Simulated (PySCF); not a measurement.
C3H8N2Si, SMILES C[Si@]1(N)C=NC1. Heavy atoms are numbered as in [CH3:1][Si@:2]1([NH2:3])[CH:4]=[N:5][CH2:6]1. Hydrogens are named by the atom that carries them.

Geometry optimised at PBE0-D3(BJ)/def2-SVP. The structure was generated by enumeration; whether it is a known compound was not checked. One conformer was computed; it need not be the lowest.

The numbers are results of B3LYP/def2-TZVP (PySCF), not measurements.

ESP charges are fitted to the potential on shells at 1.4 to 2.0 van der Waals radii. Atomic charges (e), one atom of each kind:

| atom | ESP fit | Mulliken | IAO |
|---|---|---|---|
| C1 (CH3) | -0.92 | -0.46 | -0.73 |
| Si2 | 0.90 | 0.55 | 1.17 |
| N3 (NH2) | -1.26 | -0.63 | -0.85 |
| C4 (CH) | -0.08 | -0.21 | -0.29 |
| N5 | -0.39 | -0.14 | -0.26 |
| C6 (CH2) | -0.08 | -0.23 | -0.46 |
| H on C1 | 0.23 | 0.13 | 0.16 |
| H on N3 | 0.45 | 0.22 | 0.27 |
| H on C4 | 0.09 | 0.10 | 0.14 |
| H on C6 | 0.05 | 0.10 | 0.14 |

Give the Mayer and Wiberg (Löwdin basis) orders of the bonds. (The exact figures need the calculation; the answer reports its results.)


| bond | Mayer | Wiberg |
|---|---|---|
| C1–Si2 | 0.96 | 1.16 |
| Si2–N3 | 1.12 | 1.52 |
| Si2–C4 | 0.90 | 1.02 |
| C4–N5 | 1.90 | 2.25 |
| Si2–C6 | 0.95 | 1.02 |
| N5–C6 | 0.96 | 1.28 |
